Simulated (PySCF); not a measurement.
Bond stretch in LiNa, singlet.

Levels of theory: UHF/cc-pVTZ (PySCF); UKS-CAM-B3LYP = unrestricted CAM-B3LYP/cc-pVTZ (PySCF); RKS-wB97X-V = PySCF with restricted wB97X-V/cc-pVTZ.

Magnitude of the dipole moment (D; its direction can reverse along the curve, and a method can change to another solution) and Mulliken charge of the fragment that holds Li1:

```tsv
R / Å	μ UHF	q UHF	μ UKS-CAM-B3LYP	q UKS-CAM-B3LYP	μ RKS-wB97X-V	q RKS-wB97X-V
2.33	0.76	0.00	0.04	0.11	0.31	0.02
2.49	0.76	0.00	0.01	0.10	0.35	0.01
2.64	0.78	0.01	0.02	0.12	0.40	0.02
2.75	0.73	0.03	0.05	0.14	0.44	0.03
2.82	0.75	0.03	0.07	0.15	0.46	0.03
2.93	0.76	0.03	0.09	0.15	0.50	0.03
3.01	0.76	0.02	0.11	0.16	0.53	0.03
3.08	0.75	0.02	0.13	0.15	0.56	0.03
3.25	0.71	0.01	0.18	0.14	0.63	0.03
3.37	0.67	0.01	0.21	0.13	0.67	0.02
3.61	0.56	0.00	0.27	0.09	0.76	0.02
3.91	0.41	0.00	0.34	0.05	0.87	0.01
4.39	0.23	0.00	0.31	0.01	1.03	0.00
4.87	0.12	0.00	0.23	0.00	1.18	-0.01
5.33	0.06	0.00	0.15	0.00	1.30	-0.02
5.86	0.03	0.00	0.08	0.00	1.42	-0.03
6.39	0.01	0.00	0.04	0.00	1.52	-0.03
7.17	0.00	0.00	0.01	0.00	1.64	-0.03
7.92	0.00	0.00	0.01	0.00	1.72	-0.03
8.84	0.00	0.00	0.00	0.00	1.81	-0.04
```

The unrestricted determinant behind UHF is spin-contaminated at 2.33 to 8.84 Å (<S²> up to 1.0, against 0.00 for a pure singlet). The unrestricted determinant behind UKS-CAM-B3LYP is spin-contaminated at 3.61 to 8.84 Å (<S²> up to 1.0, against 0.00 for a pure singlet). The restricted form behind RKS-wB97X-V keeps the bonding electrons paired and can't separate into open-shell fragments.
